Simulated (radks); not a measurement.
Problem. Valence configurations of the samarium ion Sm+ (all share [Xe]). Method: Dirac Kohn-Sham, PBE, spin-unpolarised, spherical densities, point nucleus; open shells fill j = l - 1/2 first; computed with a radial shooting solver on a logarithmic mesh with Libxc functionals. Order these by energy: 4f6 6s1; 4f7; 4f5 5d1 6s1; 4f5 6s1 6p1; 4f5.5 6s1.5; 4f4 5d1 6s1 6p1; 4f6 5d1; 4f5 5d2; 4f5 6s2; 4f6 6p1.

Solution. From the lowest, in eV above it: 4f6 6s1 0.000; 4f5.5 6s1.5 0.849; 4f6 5d1 1.295; 4f7 2.507; 4f6 6p1 2.899; 4f5 6s2 3.314; 4f5 5d1 6s1 3.389; 4f5 5d2 4.019; 4f5 6s1 6p1 6.690; 4f4 5d1 6s1 6p1 15.955. NIST lists [Xe] 4f6 6s1 as the ground configuration; this level of theory agrees among the configurations tried. The energies are those of spherical spin-averaged densities, not of single terms.
